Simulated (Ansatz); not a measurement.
M(NH2)2 with several metals: PBE-D4/def2-SVP single points in Ansatz on relaxed structures, gas phase. HOMO and LUMO are taken over both spins. A negative gap means that an occupied level lies above an empty one. Binding counts from free atoms in the multiplicity of their measured ground term, without zero-point energy. Singlets are spin-restricted. Names give formal oxidation states. The structures are stationary points that may keep the symmetry of their start. Remarks come from the PBE and PBE0 runs and from stability tests at other levels; not every state was tested.

```csv
species,atoms,state,geometry,HOMO (eV),LUMO (eV),gap (eV),binding per atom (eV),point group (within 0.1 Å),remarks
Co(NH2)2 (CoN2H4),7,quartet,PBE0-D4/def2-TZVP,-3.64,-3.34,0.30,3.30,D2h,–
Fe(NH2)2 (FeN2H4),7,quintet,PBE0-D4/def2-TZVP,-3.49,-3.23,0.26,3.31,D2d,–
Ni(NH2)2 (NiN2H4),7,triplet,r2SCAN-D4/def2-TZVP,-4.02,-4.28,-0.25,3.31,D2h,"near-degenerate levels, lower spin may lie lower"
Cr(NH2)2 (CrN2H4),7,quintet,PBE0-D4/def2-TZVP,-4.09,-2.32,1.77,3.26,Cs,–
```

(1) Estimate the rows for Mn(NH2)2 (MnN2H4) (sextet, r2SCAN-D4/def2-TZVP geometry); Cu(NH2)2 (CuN2H4) (doublet, r2SCAN-D4/def2-TZVP geometry).

(1) 
| species | atoms | state | geometry | HOMO (eV) | LUMO (eV) | gap (eV) | binding per atom (eV) | point group (within 0.1 Å) |
| --- | --- | --- | --- | --- | --- | --- | --- | --- |
| Mn(NH2)2 (MnN2H4) | 7 | sextet | r2SCAN-D4/def2-TZVP | -3.95 | -2.43 | 1.52 | 3.25 | D2d |
| Cu(NH2)2 (CuN2H4) | 7 | doublet | r2SCAN-D4/def2-TZVP | -4.44 | -3.43 | 1.01 | 3.20 | D2h |

The gap (eV) runs from -0.25 (Ni(NH2)2) to 1.77 (Cr(NH2)2).
